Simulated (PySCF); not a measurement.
Property card for trimethylphosphine selenide (`CP(C)(C)=[Se]`)

Compound: trimethylphosphine selenide, C3H9PSe.
Structure used (PBE0-D3(BJ)/def2-SVP), in Å, numbered top down from 1:
```xyz
14
C3H9PSe angstrom
C      1.2855   -0.9812   -0.4409
P      0.1458    0.0616    0.5272
C     -0.0573    1.5675   -0.4799
C     -1.4621   -0.7887    0.4040
Se     0.7711    0.4295    2.4970
H      0.9183   -1.1369   -1.4670
H      1.3924   -1.9480    0.0705
H      2.2693   -0.4924   -0.4639
H     -0.7839    2.2227    0.0205
H     -0.4011    1.3321   -1.4989
H      0.9079    2.0912   -0.5201
H     -1.7503   -0.9642   -0.6439
H     -1.3902   -1.7455    0.9397
H     -2.2204   -0.1703    0.9042
```

PBE0-D3(BJ)/def2-SVP geometry optimisation, gas phase (PySCF):

```yaml
Point_group: C3v
Rotational_constants_A_B_C: 3.568, 1.483, 1.483 GHz
```

CAM-B3LYP/def2-SVPD ground state and vertical TDDFT (core frozen in the response) (PySCF):

```yaml
Dipole_moment: 5.38 D
HOMO_energy: -7.12 eV
LUMO_energy: 0.83 eV
HOMO–LUMO_gap: 7.95 eV
Lowest_singlet_excitation: 5.13 eV (242 nm, f = 0.027 summed over 2 states within 0.01 eV)
Strongest_line_among_the_6_lowest_singlet_transitions: S3/S4 at 5.55 eV (223 nm, f = 0.130 summed over these states)
Static_isotropic_polarisability: 94.3 au
Electronic_spatial_extent_⟨r²⟩_about_the_centre_of_nuclear_charge: 937 bohr²
```

Monoisotopic mass (most abundant isotopes): 155.9607 u.

The principal polarisabilities are 87.2, 87.2 and 108.4 au; their mean is the isotropic value. The rotational constants are those of a prolate symmetric top. A dipole of 5.38 D is allowed in C3v, and pure rotational transitions are dipole-allowed. The polarisability is 13.97 Å³ as a volume (1 au = 0.148185 Å³), or 1.24 au for each of the 76 electrons. S1 lies 2.82 eV below the HOMO–LUMO gap. The dipole matches unit charges of opposite sign 1.12 Å apart (1 e·Å = 4.8032 D).

The calculation is non-relativistic and has no spin–orbit coupling, an omission that weighs most on selenium.
